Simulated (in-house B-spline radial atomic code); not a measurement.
Atomic self-consistent-field run: Ir⁺ (an excited or competing configuration). Computed with a B-spline radial code for spherical atoms: Dirac-Hartree-Fock, average of the jj configuration, Fermi nucleus of rms radius 5.4032 fm.

In the input, a minus or plus after the letter marks the j = l - 1/2 or j = l + 1/2 subshell.

Command:
```bash
python run_scf.py task.json out
```
Settings (nuclear radius in fm, mass in u):
```
Z                77
configuration    1s2 2s2 2p6 3s2 3p6 3d10 4s2 4p6 4d10 4f-5 4f+8 5s2 5p6 5d-3 5d+4 6s1 6f+1
hamiltonian      dirac
method           hf
spin_polarised   False
nucleus          fermi
rms_radius       5.4032
atomic_mass      192.96292
speed_of_light   137.035999084
```

Output (hartree, bohr):
```
 radial grid: 90 intervals, B-splines of order 8, outer radius 102 bohr

 iter        energy (Eh)    residual
    1      -17842.979955    7.52e-01
    2      -17843.546019    3.33e-02
    3      -17843.568660    1.26e-02
    4      -17843.569418    6.23e-03
    5      -17843.569742    6.03e-04
    6      -17843.569749    8.55e-05
    7      -17843.569749    1.44e-05
    8      -17843.569749    5.61e-06
    9      -17843.569749    5.01e-07

 total energy                    -17843.56975
 kinetic                           20317.6928
 electron-nucleus                 -44701.5009
 electron-electron                  6540.2383

 first-order corrections (not in the total)
   Gaunt                            22.1379
   retardation                      -2.3477
   frequency dependence             -0.4091
   self-energy                      16.3418
   Uehling                          -3.2106
   Wichmann-Kroll                    0.1352
   recoil                            0.0310

 orbital      occ     eigenvalue          <r>       <r^2>       <1/r>       <r^4>       r_max    small
 1s1/2      2.000     -2816.5046     0.017439 0.000419552      92.133 4.81599e-07     0.01082  8.50e-02
 2s1/2      2.000      -498.9039    0.0729252  0.00635517     22.5679 7.08501e-05     0.06246  1.94e-02
 2p1/2      2.000      -476.9392    0.0602516  0.00452907     22.4846 4.26143e-05     0.04627  1.94e-02
 2p3/2      4.000      -417.0225    0.0685222   0.0057179      18.576 6.42495e-05     0.05339  1.74e-02
 3s1/2      2.000      -120.0725      0.18954   0.0412328     8.29951  0.00257637      0.1756  6.47e-03
 3p1/2      2.000      -110.2687     0.179987   0.0377964     8.19976  0.00226974      0.1644  6.40e-03
 3p3/2      4.000       -96.9836     0.195132   0.0442229     7.18894  0.00307595      0.1788  5.82e-03
 3d3/2      4.000       -80.8233      0.17053   0.0341531     7.06725  0.00206923      0.1398  5.68e-03
 3d5/2      6.000       -78.0181     0.175251   0.0359473     6.83075  0.00227389      0.1438  5.51e-03
 4s1/2      2.000       -27.8181     0.422301      0.2013     3.48886   0.0585082      0.3974  2.15e-03
 4p1/2      2.000       -23.6150     0.426106     0.20657      3.3772   0.0632194      0.3966  2.05e-03
 4p3/2      4.000       -20.4508     0.457608    0.238007     3.04524   0.0838622      0.4256  1.85e-03
 4d3/2      4.000       -13.5279     0.469103    0.254451     2.83372    0.103088      0.4205  1.65e-03
 4d5/2      6.000       -13.0110     0.479714    0.265887     2.75476    0.112405      0.4298  1.60e-03
 4f5/2      5.000        -4.2191     0.516382    0.322584     2.37442    0.212562      0.3915  1.23e-03
 4f7/2      8.000        -4.1230     0.522286    0.329803     2.34523    0.221781      0.3961  1.21e-03
 5s1/2      2.000        -5.1341     0.977133     1.07051     1.38398     1.66929      0.8899  5.07e-04
 5p1/2      2.000        -3.7093      1.05654     1.26008     1.26567     2.38977      0.9426  4.35e-04
 5p3/2      4.000        -3.1510      1.14245     1.47342      1.1502     3.27707       1.015  3.78e-04
 5d3/2      3.000        -1.2267      1.48647     2.56215    0.874312     11.1747        1.22  2.27e-04
 5d5/2      4.000        -1.1705      1.53329     2.72714    0.844724     12.6864       1.255  2.13e-04
 6s1/2      1.000        -0.8667      2.55379     7.31313    0.497768     79.0486       2.259  7.92e-05
 6f7/2      1.000        -0.0812      15.3366     268.458   0.0841704      101527       16.06  2.44e-06
```

Run time, properties included: 4 s on 1 thread of Arm Neoverse V1 (shared host).

For the Dirac Hamiltonian the kinetic term is c α·p + (β - 1)c².
